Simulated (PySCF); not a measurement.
**Os⁺: ionisation energy**

Os⁺ [Xe] 4f14 5d6 6s1 (6D) → Os²⁺ [Xe] 4f14 5d6 (5D), as a difference of total energies. All numbers are calculated (PySCF 2.14, scalar relativity by spin-free X2C-1e, in x2c-TZVPPall with one added diffuse shell each of s, p, d, f type (12s8p8d4f1g, 113 functions)). The calculations carry no spin-orbit coupling.

```
 method  ionisation energy (eV)
    UHF                  16.056
    M06                  16.799
wB97M-V                  16.903
   PW91                  17.686
```

The reference lies between the lowest fine-structure levels, while these numbers refer to the centres of the terms.

For comparison: 17 ± 1 eV (semi-empirical (NIST evaluation); NIST Atomic Spectra Database, ionization energies).
